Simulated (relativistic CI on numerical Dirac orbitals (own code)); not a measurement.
One change at a time: Te36+

Base calculation: Dirac-Coulomb-Breit CI, separate exchange-only KLI orbitals for each configuration, a model potential for QED, unscaled Slater integrals.

Configurations in the expansion (outside the closed core [Ne]): 3s²3p⁴, 3s3p⁵, 3s²3p³3d, 3p⁶, 3s3p⁴3d, 3p⁵3d, 3s3p³3d², 3s²3p²3d4p, 3p⁵4s, 3s3p³3d4s, 3p⁵4p, 3s²3p³4s, 3s²3p³4p, 3p⁴3d4p, 3s²3p³4d, 3s3p⁴4s, 3s²3p³4f, 3s3p⁴4p, 3s3p⁴4d, 3s3p⁴4f, 3s²3p³5s, 3s²3p³5p, 3s²3p²4s4p, 3s²3p³5d, 3s²3p³5f, 3s²3p³5g, 3s3p³4s², 3s3p⁴5s, 3s²3p²3d², 3s²3p3d³, 3s3p²3d³, 3s²3p3d²4s, 3s²3p3d²4p, 3s²3p3d²4d, 3p⁴3d², 3p³3d³, 3p³3d²4s, 3p³3d²4p, 3p³3d²4d, 3s²3p²3d4s, 3s3p²3d²4s, 3s²3p3d4s², 3s²3p3d4s4p, 3s²3p3d4s4d, 3p⁴3d4s, 3p³3d4s², 3p³3d4s4p, 3p³3d4s4d, 3s²3p²4s², 3s3p²3d4s², 3s²3p4s²4p, 3s²3p4s²4d, 3s²3p²4p², 3s²3p3d4p², 3s3p²3d4p², 3s²3p4s4p², 3s²3p4p³, 3s²3p4p²4d, 3s3p³4s4p, 3s3p²3d4s4p, 3s3p²4s²4p, 3s3p²4s4p², 3s3p²4s4p4d. Double excitations out of closed p, d and f shells are left out; levels of such configurations are missing from the list, as are those of other unlisted configurations, and high levels can miss mixing partners. These lack a partner that the ground configuration has and come out too high: 3s²3p³4f, 3s3p⁴4p, 3s3p⁴4d, 3s3p⁴4f, 3s²3p³5s.

Variants: (1) P86 correlation estimate; (2) QED terms removed; (3) only the first configuration. Shifts of the energy above 3s²3p⁴ ³P2, in cm⁻¹, for the lowest level and the first level of each name with at least 55 % of one term (blank where a level changes its place among those of its configuration and J or its character, or is not in the variant):

```json
{"Level": "3s²3p⁴ ³P2", "Base": "0", "Δ(1)": "0", "Δ(2)": "0", "Δ(3)": "0"}
{"Level": "3s²3p⁴ ¹S0", "Base": "98562", "Δ(1)": "+10", "Δ(2)": "+20", "Δ(3)": "+7166"}
{"Level": "3s²3p⁴ ³P1", "Base": "507603", "Δ(1)": "+12", "Δ(2)": "-899", "Δ(3)": "+3253"}
{"Level": "3s²3p⁴ ¹D2", "Base": "562163", "Δ(1)": "+17", "Δ(2)": "-887", "Δ(3)": "+6238"}
{"Level": "3s²3p⁴ ³P0", "Base": "1110247", "Δ(1)": "+49", "Δ(2)": "-1679", "Δ(3)": "+16815"}
{"Level": "3s²3p³3d ³G°4", "Base": "1753181", "Δ(1)": "+2619", "Δ(2)": "+335", "Δ(3)": ""}
{"Level": "3s²3p³3d ³G°5", "Base": "1871023", "Δ(1)": "+2619", "Δ(2)": "+16", "Δ(3)": ""}
{"Level": "3s3p⁴3d ⁵F5", "Base": "2618536", "Δ(1)": "+4421", "Δ(2)": "+9440", "Δ(3)": ""}
```

At this charge energies of transitions that change n are usually good to better than 1 %, and those within a shell (Δn = 0) to a few per cent.

Ionisation energy from the two ground configurations alone: base 2471.65 eV; P86 correlation estimate 2473.52 eV. The NIST ASD value (theoretical) is 2472 eV.

LS names give the leading component of a level, which can be under half, so a name can repeat, a term be missing and a line seem to break the LS rules.
